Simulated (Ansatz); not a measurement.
Gas-phase electronic energies from Ansatz, PBE0-D4/def2-TZVP geometries. CBS: MP2 limit from def2 TZ/QZ plus the TZ coupled-cluster correction, frozen cores. This one scheme is used for every species. DFT in def2-TZVPP. HSE06 is defined as in plane-wave codes. Triplets are unrestricted, without spin–orbit coupling. For Br, Ga outer-core shells are correlated without core-valence functions, which leaves a few kJ/mol of doubt a bond. Scalar relativity is left out up to krypton.

Reaction (formal loss of a carbene): `[CH3][Ga]([Br])[Br]` → `[CH2]` (triplet) + `[Br][GaH][Br]`

```tsv
level	ΔE (eV)
r2SCAN0	4.68
HSE06	4.90
```

Q: What does CCSD(T)/CBS give? (Estimate.)

A: Computed: +5.02 eV. The listed levels differ from it by -0.34, -0.12 eV.

Largest T1 diagnostic among the species: 0.011.

Leaving LDA and LC-ωPBE aside and taking each functional with its dispersion term where it has one, the values, not all of them listed here, spread over 0.35 eV, from r2SCAN0-D4 to ωB97X-V. LDA lies +0.70 eV from PBE without D4. From BLYP to BHLYP (50 % exact exchange), in def2-TZVPP and without D4, ΔE moves by −0.08 eV.
